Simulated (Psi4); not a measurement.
Complex: N2 (SMILES N#N) (first 2 atoms) with CH3Cl (SMILES CCl); geometry from B3LYP-D3(BJ)/def2-TZVP, rigid monomers moved along the line of their centres of mass till N1···C3 is 6.17 Å.
(charge 0, multiplicity 1):
```json
[
 {"atom": "N", "x (Å)": "0.2185", "y (Å)": "-0.3765", "z (Å)": "-0.1640"},
 {"atom": "N", "x (Å)": "1.1023", "y (Å)": "0.0834", "z (Å)": "-0.6076"},
 {"atom": "C", "x (Å)": "-1.4455", "y (Å)": "-0.4703", "z (Å)": "5.7819"},
 {"atom": "Cl", "x (Å)": "-0.0598", "y (Å)": "0.6515", "z (Å)": "5.9907"},
 {"atom": "H", "x (Å)": "-1.0584", "y (Å)": "-1.4370", "z (Å)": "5.4756"},
 {"atom": "H", "x (Å)": "-1.9653", "y (Å)": "-0.5484", "z (Å)": "6.7319"},
 {"atom": "H", "x (Å)": "-2.1002", "y (Å)": "-0.0649", "z (Å)": "5.0170"}
]
```

Method: SAPT0/jun-cc-pV(D+d)Z in Psi4 1.11.

Problem. Which attractive term is largest, and how does the interaction split up?

Solution. electrostatics -0.2, exchange 0.0, induction 0.0, dispersion -0.1, total -0.3 kJ/mol; the largest attraction is electrostatics.
